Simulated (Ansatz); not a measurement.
CH8NPSi (`CN([SiH3])P`). Total charge 0; spin multiplicity 1.

Cartesian coordinates in Å:
```
C 0.008 -1.195 1.059
N -0.067 0.064 0.328
Si 0.892 0.297 -1.094
P -1.429 1.040 0.663
H -0.345 -1.054 2.084
H -0.593 -1.992 0.604
H 1.044 -1.540 1.103
H 1.108 1.753 -1.283
H 0.243 -0.241 -2.325
H 2.188 -0.409 -0.902
H -0.879 2.306 0.323
H -2.171 0.972 -0.559
```

**Question.** Give the diagnostics of a CCSD(T)/def2-TZVPP run (frozen core, Ansatz 0.2.0). (Best estimate.)

**Answer.** The calculation gave: T1 = 0.0116, largest single amplitude 0.012, largest double 0.025, (T) share of the correlation energy 3.8 %, 9 CCSD cycles. The RHF solution is stable towards an unrestricted one. T1 lies under the customary mark of 0.02 for closed shells.
